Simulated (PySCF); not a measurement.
# Hf: excitation energy

Hf [Xe] 4f14 5d2 6s2 (3F) → Hf [Xe] 4f14 5d2 6s1 7s1 (5F), as a difference of total energies. All numbers are calculated (PySCF 2.14, a scalar-relativistic core potential, in aug-cc-pwCVDZ-PP with ECP60MDF (6s6p5d3f, 70 functions)). Correlated levels: valence: 5s2 5p6 frozen. The calculations carry no spin-orbit coupling.

| method | excitation energy (eV) |
| --- | --- |
| UHF | 3.437 |
| MP2 (valence) | 4.315 |
| SCS-MP2 (valence) | 4.568 |
| CCSD (valence) | 4.533 |
| CCSD(T) (valence) | 4.604 |

How much does correlation contribute at CCSD(T) (valence)?

4.604 − (3.437) = 1.167 eV, measured against UHF.

The promoted electron is Rydberg-like, and one or two diffuse shells describe it only roughly, which tends to raise the upper state.
